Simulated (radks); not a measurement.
Spherical quantum dot in the effective-mass picture: electrons in a hard-walled sphere of radius 5.46, all in effective atomic units (hartree* = m*/eps^2 hartree, bohr* = eps/m* bohr), one dielectric constant everywhere. Method: non-relativistic Kohn-Sham, PBE, spin-polarised, spherical densities; computed with a radial shooting solver with Libxc functionals. Levels are named by radial order and angular momentum (1s, 1p, 1d, 2s, ...), and open shells are averaged over m. Results are scaled to m* = 0.148 and eps = 5.2, for which hartree* = 148.9 meV and bohr* = 1.859 nm.

N = 17, configuration 1s2 1p6 1d(up 5, down 4). This is the lowest configuration that the search found. Occupied and some empty levels:

level    occupation  eigenvalue (meV)  <r> (nm)
1s up             1            597.60     7.012
1s down           1            598.92     7.003
1p up             3            609.77     7.209
1p down           3            611.13     7.204
1d up             5            631.53     7.401
1d down           4            632.94     7.398
1f up             0            661.72     7.571
1f down           0            663.16     7.569
2s up             0            696.70     4.630
2s down           0            697.42     4.628
2p up             0            736.47     5.369
2p down           0            737.31     5.365

Energy (meV): total 5698.04, kinetic 1368.5, external 0, Hartree 5070.4, exchange-correlation -740.80.
